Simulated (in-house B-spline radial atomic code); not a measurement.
Computed with a B-spline radial atomic code. Model: two electrons, singlet ground state, non-relativistic, full CI in B-splines with partial waves to l = 8 (at full coupling up to 3e-4 hartree above the limit, correlation up to 0.6 % small), density held at that of full coupling by Lieb maximisation.

Along the adiabatic connection the electron repulsion is scaled by a coupling λ while a local potential keeps the density fixed. At λ = 0 the system is the Kohn-Sham one and W equals the exchange energy; the exchange-correlation energy is the area under W between 0 and 1. The kinetic energy rises with λ as the electrons avoid each other, with dT/dλ = −λ dW/dλ.

Command:
```bash
python run_ac.py task.json out
```
Settings (lengths in bohr, energies in hartree):
```
potential              coulomb
strength               10
lmax                   8
```

Time taken, with all properties: 4.8 s on 1 thread of Intel(R) Xeon(R) Processor @ 2.30GHz, on a shared host.

**W = mean repulsion less Hartree energy, and W of three functionals.**

Given: confinement point charge; nuclear charge 10; external potential -Z/r.

Computed: LDA exchange minus exact 854.03 millihartree; SCAN exchange minus exact -4.035 millihartree.

| coupling | W xc (hartree) | W xc minus exchange (millihartree) | kinetic minus Kohn-Sham (millihartree) | LDA (PW92) W minus its exchange (millihartree) | PBE W minus its exchange (millihartree) | SCAN W minus its exchange (millihartree) |
| --- | --- | --- | --- | --- | --- | --- |
| 0 | -6.0275 | 0 | 0 | 0 | 0 | 0 |
| 0.02 | -6.0293 | -1.863 | 0 | -16.2 | -1.89 | -1.85 |
| 0.05 | -6.0321 | -4.653 | 0.1 | -34.88 | -4.75 | -4.61 |
| 0.12 | -6.0386 | -11.136 | 0.7 | -70.98 | -11.44 | -10.98 |
| 0.25 | ? | ? | ? | ? | ? | ? |
| 0.4 | -6.0642 | -36.73 | 7.3 | -180.02 | -38.39 | -35.8 |
| 0.6 | -6.0822 | -54.686 | 16.3 | -242.62 | -57.6 | -53.02 |
| 0.8 | -6.0998 | -72.377 | 28.7 | -298.21 | -76.69 | -69.87 |
| 1 | -6.1173 | -89.81 | 44.3 | -348.79 | -95.62 | -86.39 |
| 1.4 | -6.1514 | -123.92 | 85.2 | -439.12 | -132.88 | -118.5 |
| 2 | -6.2007 | -173.27 | 169 | -555.84 | -187.15 | -164.59 |
| 3 | -6.2785 | -251.02 | 362.9 | -718.2 | -273.01 | -236.62 |
| 4.5 | -6.3856 | -358.1 | 763.2 | -915.27 | -391.49 | -335.17 |
| 7 | ? | ? | ? | ? | ? | ? |
| 10 | -6.7015 | -674 | 3004.9 | -1407.4 | -741.26 | -626.12 |

(1) What belongs in the row 0.25?

(2) What belongs in the row 7?

(3) What is the PBE exchange minus exact?

**Energy parts, natural occupations and partial-wave weights.**

Computed: total energy -93.9066 hartree; exchange energy -6.0275 hartree; kinetic part of the DFT correlation energy 0.044345 hartree; initial slope twice GL2 -0.093215 hartree; kinetic part over minus potential part 0.49377; Kohn-Sham kinetic 93.862 hartree; Lieb Oxford ratio E_xc over LDA exchange 1.1739.

```csv
natural,occupation of the shell (electrons)
s,1.9995
p,0.00030896
s,0.00018908
d,1.7388e-05
p,?
s,4.6311e-06
```

(4) What belongs in the row p?

```tsv
wave	weight
s	0.99983
p	0.00016111
d	?
f	1.4656e-06
g	3.5206e-07
```

(5) What belongs in the row d?

(6) What is the correlation energy?

(7) What is the Hartree energy?

## Answers

(1) W xc (hartree): -6.0506; W xc minus exchange (millihartree): -23.086; kinetic minus Kohn-Sham (millihartree): 2.9; LDA (PW92) W minus its exchange (millihartree): -126.1; PBE W minus its exchange (millihartree): -23.94; SCAN W minus its exchange (millihartree): -22.62.

(2) W xc (hartree): -6.5423; W xc minus exchange (millihartree): -514.88; kinetic minus Kohn-Sham (millihartree): 1659.5; LDA (PW92) W minus its exchange (millihartree): -1171.1; PBE W minus its exchange (millihartree): -564.95; SCAN W minus its exchange (millihartree): -479.17.

(3) 118.2 millihartree.

(4) occupation of the shell (electrons): 1.1988e-05.

(5) weight: 9.7864e-06.

(6) -0.045464 hartree.

(7) 12.055 hartree.

Half-way to full coupling W has made 51 % of its drop, against 50 % for a straight line, and second-order (GL2) theory, half the initial slope, overshoots the correlation energy by about 3 %: correlation is weak here. Over couplings 0 to 1 the errors in E_xc come to about +698 millihartree for LDA, +116 millihartree for PBE, -2.6 millihartree for SCAN, so SCAN is nearest. In LDA and PBE and SCAN the errors of exchange and correlation have opposite signs, so the sum is smaller than the larger of the two.
